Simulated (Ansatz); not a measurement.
C₄H₆F₄ (`CC(F)(F)CC(F)F`), relaxed with RKS PBE-D4/def2-SVP in Ansatz from a rough embedded geometry. The force threshold is 0.03 eV/Å; the program also tests the step.

Total charge 0; spin multiplicity 1.

Start:

```xyz
14

C     0.465   -1.442    0.709
C    -0.169   -0.803   -0.554
F     0.772   -0.781   -1.531
F    -1.111   -1.543   -1.036
C    -0.738    0.584   -0.396
C     0.298    1.594    0.009
F    -0.229    2.845    0.047
F     0.751    1.375    1.270
H     1.301   -0.941    1.067
H    -0.332   -1.454    1.527
H     0.653   -2.499    0.494
H    -1.207    0.926   -1.300
H    -1.598    0.550    0.346
H     1.142    1.588   -0.651
```

```json
{"step": "1", "energy (eV)": "-15086.3646", "largest force (eV/Å)": "3.976", "largest move (Å)": "0.000"}
{"step": "2", "energy (eV)": "-15086.7681", "largest force (eV/Å)": "1.512", "largest move (Å)": "0.069"}
{"step": "3", "energy (eV)": "-15086.7863", "largest force (eV/Å)": "0.966", "largest move (Å)": "0.200"}
{"step": "4 (rejected)", "energy (eV)": "-15086.7848", "largest force (eV/Å)": "0.868", "largest move (Å)": "0.138"}
{"step": "5", "energy (eV)": "-15086.8315", "largest force (eV/Å)": "0.103", "largest move (Å)": "0.066"}
{"step": "6", "energy (eV)": "-15086.8416", "largest force (eV/Å)": "0.023", "largest move (Å)": "0.087"}
{"step": "7", "energy (eV)": "-15086.8426", "largest force (eV/Å)": "0.020", "largest move (Å)": "0.036"}
```

End:

```xyz
14

C     0.396   -1.494    0.704
C    -0.174   -0.817   -0.524
F     0.807   -0.766   -1.503
F    -1.190   -1.598   -1.034
C    -0.729    0.596   -0.352
C     0.307    1.644    0.008
F    -0.265    2.884   -0.029
F     0.774    1.440    1.286
H     1.248   -0.918    1.109
H    -0.379   -1.577    1.489
H     0.735   -2.509    0.421
H    -1.192    0.883   -1.316
H    -1.521    0.600    0.423
H     1.182    1.634   -0.682
```

It took 21 s on 2 threads of an AMD EPYC 7R13 on a shared host, with 0.23 GiB of host memory at the peak.
